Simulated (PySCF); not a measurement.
# Polarisability and C₆ of Xe(2+) (xenon, charge +2)

[Kr] 4d10 5s2 5p4, high-spin 3P determinant. Computed with PySCF 2.14 in aug-cc-pwCVDZ-PP with ECP28MDF (6s5p4d1f, 48 functions), with scalar relativity through the core potential. Coupled (time-dependent) response in atomic units; α is the mean over directions. A double-zeta set is small for polarisabilities.

```json
{"method": "UHF", "mean α (bohr³)": "13.03", "α xx, yy, zz": "12.93, 13.24, 12.93", "C₆ (like pair)": "93.38", "S(−4)": "28.02"}
{"method": "PBE", "mean α (bohr³)": "13.05", "α xx, yy, zz": "12.81, 13.52, 12.81", "C₆ (like pair)": "92.95", "S(−4)": "28.40"}
{"method": "PBE0", "mean α (bohr³)": "12.96", "α xx, yy, zz": "12.77, 13.35, 12.77", "C₆ (like pair)": "92.30", "S(−4)": "27.84"}
{"method": "wB97X", "mean α (bohr³)": "13.07", "α xx, yy, zz": "12.82, 13.57, 12.82", "C₆ (like pair)": "93.38", "S(−4)": "28.35"}
{"method": "B3LYP", "mean α (bohr³)": "12.97", "α xx, yy, zz": "12.76, 13.40, 12.76", "C₆ (like pair)": "92.20", "S(−4)": "28.02"}
```

S(−4) is the Cauchy moment in α(ω) = α(0) + S(−4) ω² + …

Spin-orbit coupling is absent.

α(iu) at PBE0:

```tsv
u (hartree)	α(iu) (bohr³)
0	12.96
0.0500	12.89
0.100	12.69
0.200	11.94
0.300	10.89
0.500	8.555
0.750	6.134
1.00	4.488
1.50	2.686
2.00	1.827
3.00	1.065
5.00	0.5382
```

For an ion, C₆ is the dispersion term alone; charge-induced terms of lower order in 1/R come first.

The components differ because the open shell of this determinant is not spherical; for a pure term their mean is the scalar polarisability.

Energies and moments cover only the electrons outside the core potential.
